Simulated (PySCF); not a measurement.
HOMO energy and vertical ionisation energy

ωB97X-D3(BJ)/ma-def2-TZVP single points (PySCF) on relaxed neutral molecules. The ionisation energy is the difference of two SCF energies at the neutral's structure.

```csv
molecule,−ε(HOMO) / eV,vertical ionisation energy / eV
"hydrazine, `NN` (H4N2)",9.82,10.11
"hydrogen iodide, `I` (HI)",10.31,?
"ammonia, `N` (NH3)",10.46,11.10
"nitrosyl fluoride, `O=NF` (FNO)",12.38,13.09
`F[SiH2]F` (F2H2Si),12.56,13.02
`FN(F)F` (F3N),12.82,13.43
"hydrogen fluoride, `F` (HF)",14.55,16.26
"sulfur hexafluoride, `F[S@OH5](F)(F)(F)(F)F` (F6S)",15.11,15.52
`F[Si](F)(F)F` (F4Si),15.45,15.95
```

Task: Fit a straight line to the complete rows and predict the ionisation energy of hydrogen iodide, `I` (HI).

Result: IE = -0.198 + 1.067·(−ε) (8 points, rms 0.39 eV, correlation 0.982). At 10.31 this gives 10.80 eV; the calculation itself gave 10.65 eV, so the fit is off by 0.15.

(hydrogen iodide) Run with `OMP_NUM_THREADS=1 python redox_run.py task.json out` on 1 thread of Arm Neoverse V1, a shared host. Structures, frequencies and single points: 12 s of wall time.
